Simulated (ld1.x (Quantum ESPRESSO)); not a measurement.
**Sn: variants of one TM potential**

Base potential:

tin (Sn), norm-conserving Troullier–Martins (Kleinman–Bylander form), made with ld1.x (Quantum ESPRESSO) 7.5 (PBEsol, scalar-relativistic). Core [Kr], reference 4d10 5s2 5p1 (charge +1). Waves: 5s (bound): rc 1.75 bohr; 4d (bound): rc 1.55 bohr; 5p (bound): rc 1.95 bohr. Local part: the p channel. Core correction: Bessel-smoothed model core inside 1.10 bohr.

Cutoffs, loose and tight: the cutoffs (Ry, on a coarse ladder) from which the occupation-weighted sum of valence levels, in a spherical-Bessel basis at the reference potential, stays within 10 and 1 mRy of its value at 400 Ry. They do not see the model core or the augmentation charge, which bear on the density cutoff. Test errors are all-electron minus pseudo excitation energies from the reference, over the configurations 4d10 5s2 5p2; 4d10 5s2 5p0; 4d10 5s1 5p0; 4d10 5s0 5p4; 4d10 5s2 5p2.3; 4d10 5s0 5p0; 4d10 5s1 5p2. A dash means not determined; rows that change the core or the reference have their own tests.

A true bound ghost makes a file unfit for plane-wave use even where its test errors are small: the radial tests pick states by their node count and pass the ghost by.

```tsv
change	outcome	cutoff, loose	cutoff, tight	bound ghosts	largest test error (meV)
base	generated	90 Ry	140 Ry	s	-98
all radii but the core radius scaled by about 0.96 (s 1.68, p 1.88, d 1.48 bohr)	generated	90 Ry	140 Ry	s	-93
all radii but the core radius scaled by about 1.12 (s 1.96, p 2.18, d 1.74 bohr)	generated	80 Ry	120 Ry	none	-97
all radii but the core radius scaled by about 1.18 (s 2.08, p 2.30, d 1.84 bohr)	generated	70 Ry	120 Ry	none	-97
all radii but the core radius scaled by about 1.37 (s 2.40, p 2.68, d 2.12 bohr)	generated	60 Ry	100 Ry	none	-135
```

Problem. What comes out with this change to the base: all radii but the core radius scaled by about 1.31 (s 2.30, p 2.56, d 2.04 bohr)?

Solution. outcome: generated; cutoff, loose: 70 Ry; cutoff, tight: 110 Ry; bound ghosts: none; largest test error (meV): -116.

Problem. What comes out with this change to the base: all radii but the core radius scaled by about 0.77 (s 1.34, p 1.50, d 1.20 bohr)?

Solution. outcome: generated; cutoff, loose: 140 Ry; cutoff, tight: 200 Ry; bound ghosts: none; largest test error (meV): -164.

Problem. What comes out with this change to the base: all radii but the core radius scaled by about 0.84 (s 1.48, p 1.64, d 1.30 bohr)?

Solution. outcome: generated; cutoff, loose: 100 Ry; cutoff, tight: 160 Ry; bound ghosts: none; largest test error (meV): -80.

Reading the sweep of the scale of all radii but the core radius (base = 1) (base included, trends over the rows without a ghost): The loose cutoff falls from 140 Ry at 0.77 to 60 Ry at 1.37. A larger radius leaves more room for a smooth pseudo-wave, so fewer plane waves are needed; a smaller one forces it to follow the all-electron wave where it bends sharply. The median size of the test errors (rows with all tests solved) is not monotonic: lowest 3.6 meV at 1.12, highest 14.0 meV at 0.77. Bound ghosts are found at 0.96, 1.
